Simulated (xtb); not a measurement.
Input for xtb: GFN2-xTB on SeCl, 2S+1 = 2, a spin state set in the input, which need not be the lowest, a point of a bond scan (R = 2.024 Å).

```
$ xtb mol.xyz --gfn 2 --sp --chrg 0 --uhf 1
2

Cl     0.00000000     0.00000000     0.00000000
Se     0.00000000     0.00000000     2.02430700
```

The log:

```
[...]
           -------------------------------------------------
          |                Calculation Setup                |
           -------------------------------------------------



           -------------------------------------------------
          |                 G F N 2 - x T B                 |
           -------------------------------------------------

        Reference                      10.1021/acs.jctc.8b01176
      * Hamiltonian:
        H0-scaling (s, p, d)           1.850000    2.230000    2.230000
        zeta-weighting                 0.500000
      * Dispersion:
        s8                             2.700000
        a1                             0.520000
        a2                             5.000000
        s9                             5.000000
      * Repulsion:
        kExp                           1.500000    1.000000
        rExp                           1.000000
      * Coulomb:
        alpha                          2.000000
        third order                    shell-resolved
        anisotropic                    true
        a3                             3.000000
        a5                             4.000000
        cn-shift                       1.200000
        cn-exp                         4.000000
        max-rad                        5.000000


          ...................................................
          :                      SETUP                      :
          :.................................................:
          :  # basis functions                  20          :
          :  # atomic orbitals                  18          :
          :  # shells                            6          :
          :  # electrons                        13          :
          :  max. iterations                   250          :
          :  Hamiltonian                  GFN2-xTB          :
          :  restarted?                      false          :
          :  GBSA solvation                  false          :
          :  PC potential                    false          :
          :  electronic temp.          300.0000000     K    :
          :  accuracy                    1.0000000          :
          :  -> integral cutoff          0.2500000E+02      :
          :  -> integral neglect         0.1000000E-07      :
          :  -> SCF convergence          0.1000000E-05 Eh   :
          :  -> wf. convergence          0.1000000E-03 e    :
          :  Broyden damping             0.4000000          :
          :  net charge                          0          :
          :  unpaired electrons                  1          :
          ...................................................

 iter      E             dE          RMSdq      gap      omega  full diag
   1     -7.7251609 -0.772516E+01  0.496E+00    3.91       0.0  T
   2     -7.7265477 -0.138676E-02  0.329E+00    3.81       1.0  T
   3     -7.7265676 -0.198845E-04  0.757E-01    3.79       1.0  T
   4     -7.7265696 -0.198819E-05  0.248E-01    3.78       1.0  T
   5     -7.7265699 -0.291066E-06  0.253E-02    3.78       2.8  T
   6     -7.7265699 -0.436749E-07  0.976E-03    3.78       7.2  T
   7     -7.7265699 -0.321913E-07  0.458E-03    3.78      15.5  T
   8     -7.7265700 -0.297012E-07  0.242E-03    3.78      29.2  T
   9     -7.7265700 -0.316463E-08  0.912E-04    3.78      77.5  T
  10     -7.7265700 -0.275738E-09  0.853E-06    3.78    8285.8  T

   *** convergence criteria satisfied after 10 iterations ***

         #    Occupation            Energy/Eh            Energy/eV
      -------------------------------------------------------------
         1        2.0000           -1.0873728             -29.5889
         2        2.0000           -0.7596233             -20.6704
         3        2.0000           -0.5092619             -13.8577
         4        2.0000           -0.4866210             -13.2416
         5        2.0000           -0.4866210             -13.2416
         6        1.5000           -0.3876701             -10.5490
         7        1.5000           -0.3876701             -10.5490 (HOMO)
         8                         -0.2487473              -6.7688 (LUMO)
         9                         -0.0236588              -0.6438
        10                         -0.0236588              -0.6438
        11                         -0.0183056              -0.4981
        12                         -0.0183056              -0.4981
       ...                                ...                  ...
        18                          0.6973540              18.9760
      -------------------------------------------------------------
                  HL-Gap            0.1389228 Eh            3.7803 eV
             Fermi-level           -0.3529394 Eh           -9.6040 eV

 SCC (total)                   0 d,  0 h,  0 min,  0.002 sec
 SCC setup                      ...        0 min,  0.000 sec (  3.880%)
 Dispersion                     ...        0 min,  0.000 sec (  1.382%)
 classical contributions        ...        0 min,  0.000 sec (  0.691%)
 integral evaluation            ...        0 min,  0.000 sec ( 17.125%)
 iterations                     ...        0 min,  0.001 sec ( 57.780%)
 molecular gradient             ...        0 min,  0.000 sec ( 14.399%)
 printout                       ...        0 min,  0.000 sec (  4.404%)

         :::::::::::::::::::::::::::::::::::::::::::::::::::::
         ::                     SUMMARY                     ::
         :::::::::::::::::::::::::::::::::::::::::::::::::::::
         :: total energy              -7.722866068142 Eh    ::
         :: gradient norm              0.041287115409 Eh/a0 ::
         :: HOMO-LUMO gap              3.780282691524 eV    ::
         ::.................................................::
         :: SCC energy                -7.726569963726 Eh    ::
         :: -> isotropic ES           -0.000052887760 Eh    ::
         :: -> anisotropic ES          0.000129760843 Eh    ::
         :: -> anisotropic XC          0.000188644043 Eh    ::
         :: -> dispersion             -0.000896017138 Eh    ::
         :: repulsion energy           0.003703895584 Eh    ::
         :: add. restraining           0.000000000000 Eh    ::
         :: total charge              -0.000000000000 e     ::
         :::::::::::::::::::::::::::::::::::::::::::::::::::::

           -------------------------------------------------
          |                Property Printout                |
           -------------------------------------------------

    * Orbital Energies and Occupations

         #    Occupation            Energy/Eh            Energy/eV
      -------------------------------------------------------------
         1        2.0000           -1.0873728             -29.5889
         2        2.0000           -0.7596233             -20.6704
         3        2.0000           -0.5092619             -13.8577
         4        2.0000           -0.4866210             -13.2416
         5        2.0000           -0.4866210             -13.2416
         6        1.5000           -0.3876701             -10.5490
         7        1.5000           -0.3876701             -10.5490 (HOMO)
         8                         -0.2487473              -6.7688 (LUMO)
         9                         -0.0236588              -0.6438
        10                         -0.0236588              -0.6438
        11                         -0.0183056              -0.4981
        12                         -0.0183056              -0.4981
        13                         -0.0168877              -0.4595
        14                         -0.0168877              -0.4595
        15                          0.0130479               0.3551
        16                          0.0704767               1.9178
Note: The following floating-point exceptions are signalling: IEEE_UNDERFLOW_FLAG IEEE_DENORMAL
normal termination of xtb
        17                          0.0704767               1.9178
        18                          0.6973540              18.9760
      -------------------------------------------------------------
                  HL-Gap            0.1389228 Eh            3.7803 eV
             Fermi-level           -0.3529394 Eh           -9.6040 eV

     #   Z          covCN         q      C6AA      α(0)
     1  17 Cl       0.892     0.016    98.680    15.197
     2  34 Se       0.892    -0.016   227.163    26.414

 Mol. C6AA /au·bohr⁶  :        623.029976
 Mol. C8AA /au·bohr⁸  :      36472.946348
 Mol. α(0) /au        :         41.611511


Wiberg/Mayer (AO) data.
largest (>0.10) Wiberg bond orders for each atom

 ---------------------------------------------------------------------------
     #   Z sym  total        # sym  WBO       # sym  WBO       # sym  WBO
 ---------------------------------------------------------------------------
     1  17 Cl   1.381 --     2 Se   1.381
     2  34 Se   1.381 --     1 Cl   1.381
 ---------------------------------------------------------------------------

Topologies differ in total number of bonds
Writing topology from bond orders to xtbtopo.mol

molecular dipole:
                 x           y           z       tot (Debye)
 q only:        0.000       0.000      -0.063
   full:        0.000       0.000      -0.307       0.779
molecular quadrupole (traceless):
                xx          xy          yy          xz          yz          zz
 q only:        0.120       0.000       0.120       0.000       0.000      -0.241
  q+dip:        1.187       0.000       1.187       0.000       0.000      -2.375
   full:        0.855      -0.000       0.855      -0.000      -0.000      -1.709


           -------------------------------------------------
          | TOTAL ENERGY               -7.722866068142 Eh   |
          | GRADIENT NORM               0.041287115409 Eh/α |
          | HOMO-LUMO GAP               3.780282691524 eV   |
           -------------------------------------------------

------------------------------------------------------------------------
------------------------------------------------------------------------
 total:
 SCF:
```

The run finished.

Cost: very roughly 0.020 core-seconds.
